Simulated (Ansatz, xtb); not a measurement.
# Two isomers of CH5FO2Si

We compare I, `CO[Si@H](O)F`, a singlet, with II, `C[Si](O)(O)F`, a singlet. Both are isolated molecules in the gas phase, relaxed with B3LYP/6-31G*; the shapes shown needn't be the lowest conformers.

I (Å):

```xyz
10

C    -0.4878    0.6355    1.2774
F    -3.1134   -1.6223    1.1104
O    -0.7914   -0.5688    1.9782
O    -0.8862   -2.2041   -0.1423
Si   -1.5355   -1.8732    1.3395
H    -0.1306    0.4256    0.2633
H     0.2967    1.1571    1.8322
H    -1.3720    1.2818    1.2235
H    -1.3830   -2.9608    2.3167
H    -1.4935   -2.5332   -0.8188
```

II (Å):

```xyz
10

C    -0.3997   -0.1012   -1.4227
F    -1.8013    1.1599    0.6864
O    -2.4515   -1.3473    0.3161
O    -0.0381   -0.7733    1.3097
Si   -1.1908   -0.2734    0.2466
H    -0.0496   -1.0741   -1.7830
H     0.4629    0.5720   -1.3732
H    -1.1030    0.3028   -2.1587
H    -3.3354   -0.9694    0.2111
H    -0.3720   -1.1483    2.1371
```

Quicker runs give these differences E(II) − E(I): GFN2-xTB +13.2 kJ/mol; HF/STO-3G −65.5 kJ/mol (at GFN2-xTB geometries); r2SCAN-D4/def2-SVP −102.1 kJ/mol (at GFN2-xTB geometries).

Question: Estimate E(II) − E(I) at the level CCSD(T)/def2-SVP + ΔMP2/def2-TZVPP.

Answer: Calculated at CCSD(T)/def2-SVP + ΔMP2/def2-TZVPP: E(II) − E(I) = −104.9 kJ/mol, so structure II lies lower.

Level by level:

| level | geometry | E(II) − E(I) (kJ/mol) | departure from the last row (kJ/mol) | job, with rough time for the two |
| --- | --- | --- | --- | --- |
| GFN2-xTB | GFN2-xTB | +13.2 | +118.1 | optimisation, 0.57 s |
| HF/STO-3G | GFN2-xTB | −65.5 | +39.4 | single point, 1.3 s |
| r2SCAN-D4/def2-SVP | GFN2-xTB | −102.1 | +2.8 | single point, 8.7 s |
| B3LYP/6-31G* | B3LYP/6-31G* | −78.9 | +26.0 | optimisation, 3.4 min |
| HF/def2-SVP | B3LYP/6-31G* | −85.3 | +19.6 | part of the CCSD(T) run |
| MP2/def2-SVP | B3LYP/6-31G* | −97.9 | +7.0 | part of the CCSD(T) run |
| CCSD(T)/def2-SVP | B3LYP/6-31G* | −90.1 | +14.8 | single point |
| CCSD(T)/def2-SVP + ΔMP2/def2-TZVPP | B3LYP/6-31G* | −104.9 |  | single point, 85 s |

As drawn, II has 1 C–Si, 1 O–H in place of 1 C–O, 1 Si–H.

GFN2-xTB puts the two in the other order. The largest departure from CCSD(T)/def2-SVP + ΔMP2/def2-TZVPP is that of GFN2-xTB, 118.1 kJ/mol. The last row adds to CCSD(T) the change of the MP2 difference between the two basis sets, here −14.8 kJ/mol, a large step that makes the value less sure.

With harmonic frequencies from B3LYP/6-31G* (ideal gas, rigid rotor, one conformer each, 298.15 K, 1 atm): on the last row, ΔE + ΔZPE = −106.2, ΔH = −105.7, ΔG = −104.0 kJ/mol.

The correlated steps freeze 9 core orbitals. Programs: Ansatz 0.2.0, xtb 6.7.1; the last row on 1 thread of Intel(R) Xeon(R) Processor @ 2.50GHz (Skylake/Cascade Lake) on a shared host.
